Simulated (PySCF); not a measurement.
Work out the structure from these simulated measurements.

Elements present: C, H, N and Si. Monoisotopic mass: 89.0661 u.

| Property | Result |
| --- | --- |
| Rotational structure | rotational constants A, B, C: 3.253, 3.224, 3.073 GHz [PBE0-D3(BJ)/def2-SVP] |
| NMR, other nuclei | isotropic shieldings of nuclei other than C and H, by class: 240 (1 N), 335 (1 Si) ppm [GIAO B3LYP/pcSseg-1] |
| 1H NMR | chemical shifts (computed TMS as zero) by class: 0.00 (9 H), -0.16 (2 H) ppm [GIAO B3LYP/pcSseg-1] |
| XPS | Si2p3/2 106.0, C1s 289.8 (×3), N1s 404.2, Si1s 1845.9 eV [ΔSCF SCAN, pcX-2 on the ionised atom, pcseg-1 elsewhere, spin-free X2C, 2p3/2 from a spin–orbit splitting computed afterwards within the 2p shell] |
| Polarisability | 72.1 au [CAM-B3LYP/def2-SVPD] |
| Dipole | 0.82 D [CAM-B3LYP/def2-SVPD] |
| Triplet | lowest triplet excitation (Tamm–Dancoff): 6.01 eV [TDA CAM-B3LYP/def2-SVPD] |
| 13C NMR | chemical shifts (computed TMS as zero) by class: 1.2 (3 C) ppm [GIAO B3LYP/pcSseg-1] |

The electronic properties come from PySCF, for the isolated species, density fitting. Levels stand in brackets. Geometry: PBE0-D3(BJ)/def2-SVP; no solvent, vibrations or thermal averaging. Each NMR value is the plain mean over a class of atoms that symmetry, rotation or inversion makes alike.

Question: Which formula fits the mass and the elements?

Answer: C3H11NSi (calculated 89.0661). No other formula that holds each of these elements comes within 0.0003 u with a fitting electron parity and a possible valence count.

Question: Propose a structure and show how it fits.

Answer: 3 carbons fall into 1 class: carbon bonded to Si and 3 H (1.2 ppm, 3 C, up to 4.7 ppm apart in this geometry). Hydrogen classes from least to most shielded: 9 H on 3 like atoms (carbon bonded to Si and 3 H) (0.00 ppm), 2 H on a nitrogen bonded to Si and 2 H (-0.16 ppm). The other shieldings belong to: 240 ppm, nitrogen bonded to Si and 2 H; 335 ppm, silicon bonded to 3 C and N. The core levels belong to: Si2p3/2 106.0 eV, silicon bonded to 3 C and N; C1s 289.8 eV, carbon bonded to Si and 3 H; N1s 404.2 eV, nitrogen bonded to Si and 2 H; Si1s 1845.9 eV, silicon bonded to 3 C and N. One atom of each topological class was ionised and stands for its class. By its constants the optimised geometry is a nearly oblate symmetric top. Structure: Si(NH2)Me3 (`C[Si](C)(C)N`). Computed isomers that give other values at the same levels: `C[SiH2]N(C)C` (core binding energies: Si2p3/2 106.4, C1s 290.1, C1s 291.4 (×2), N1s 404.1, Si1s 1846.3 eV); `[H][Si]([H])([H])NC(C)C` (13C chemical shifts (computed TMS as zero) by class: 48.0 (1 C), 26.5 (2 C) ppm); `[H][Si]([H])([H])N(C)CC` (13C chemical shifts (computed TMS as zero) by class: 52.1 (1 C), 38.1 (1 C), 14.4 (1 C) ppm). The assignments are read from this structure; whether some other isomer fits the data as well wasn't checked.
